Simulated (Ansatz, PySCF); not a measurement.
Spin states of F2Ti (SMILES [F][Ti][F]), each relaxed with B3LYP-D3(BJ)/def2-TZVP.
State 1 (charge 0, multiplicity 3):
```xyz
3

Ti     0.385     0.082    -0.023
F     -0.417     1.241    -1.147
F      0.000    -1.275     1.100
```
State 2 (charge 0, multiplicity 1):
```
atom    x (Å)    y (Å)    z (Å)
----  -------  -------  -------
Ti    -0.0108   0.0159  -0.0234
F     -0.2361   1.3733  -1.2358
F      0.2138  -1.3417   1.1889
```

Singlets are restricted, other states unrestricted; no spin–orbit coupling, no relativity up to Kr; see below for the cores. The largest T1 diagnostic is 0.026.

Programs: Ansatz (an electronic-structure program); PySCF for the dispersion terms. 

**Question.** One of these levels gives 28.22 kcal/mol for the energy of the multiplicity-1 state less that of the multiplicity-3 state. Which?
(A) r2SCAN-D4/def2-TZVPP
(B) BLYP-D3(BJ)/def2-TZVPP
(C) BHLYP/def2-TZVPP
(D) B3LYP/def2-TZVPP

**Answer.** B, BLYP-D3(BJ)/def2-TZVPP. The others give 35.53 (r2SCAN-D4/def2-TZVPP), 25.90 (B3LYP/def2-TZVPP), 23.35 (BHLYP/def2-TZVPP)
